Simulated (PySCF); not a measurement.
Species: B2Br2FH5P2.
InChI=1S/B2Br2FH5P2/c3-1-6-2(4,5)7-1/h1H,6-7H2/t1-,2+

Method used: TDDFT CAM-B3LYP/def2-SVPD, vertical, gas phase, core orbitals frozen in the response in PySCF. Geometry: PBE0-D3(BJ)/def2-SVP, one conformer, isolated molecule. Relativistic effects, spin–orbit coupling among them, are left out although an element past zinc is present.

What does the calculation give for the low-lying excited states?

```tsv
state	E (eV)	E (kJ/mol)	λ (nm)	f	symmetry	main configurations (H = HOMO, L = LUMO)
S1	5.36	517	231.2	0.0027	A″	H→L (91%)
S2	5.74	554	216.1	0.0036	A′	H-1→L (92%)
S3	6.12	590	202.7	0.0032	A″	H→L+1 (66%), H-2→L (26%)
S4	6.21	599	199.7	0.016	A″	H-2→L (63%), H→L+1 (26%)
S5	6.33	610	196.0	0.0019	–	H-1→L+1 (93%)
S6	6.53	630	190.0	0.036	A′	H-3→L (88%)
```

The lowest singlet comes at 231 nm (517 kJ/mol) in the ultraviolet; it is very weak; its leading configuration is HOMO→LUMO (91%). The strongest level in the table is S6 at 6.53 eV (190 nm, f = 0.036). It is the last of those listed, so stronger ones may follow. Löwdin shares by element: HOMO bromine 62%, phosphorus 22% (atoms not listed hold the other 17%); LUMO phosphorus 42%, bromine 11% or more, boron 8% or more (atoms not listed hold the other 39%). Weighted by f, the mean energy of these states is 6.33 eV. The oscillator strengths of these states sum to 0.063; summed over the whole spectrum of an exact calculation they would give the number of electrons, 124 (Thomas–Reiche–Kuhn). The listed states span 1.16 eV. No computed singlet lies in the visible range (380 to 750 nm); the lowest, at 231 nm, stands 2.10 eV above its violet end (3.26 eV). Symmetry labels in Cs follow from the direction of the transition dipole and are given only for states with f of 0.002 or more. Only the lowest 6 singlets were computed, as vertical energies without vibronic structure.

Cost: about 2.6 min of CPU time on one thread; the machine was shared, so the figure is rough.
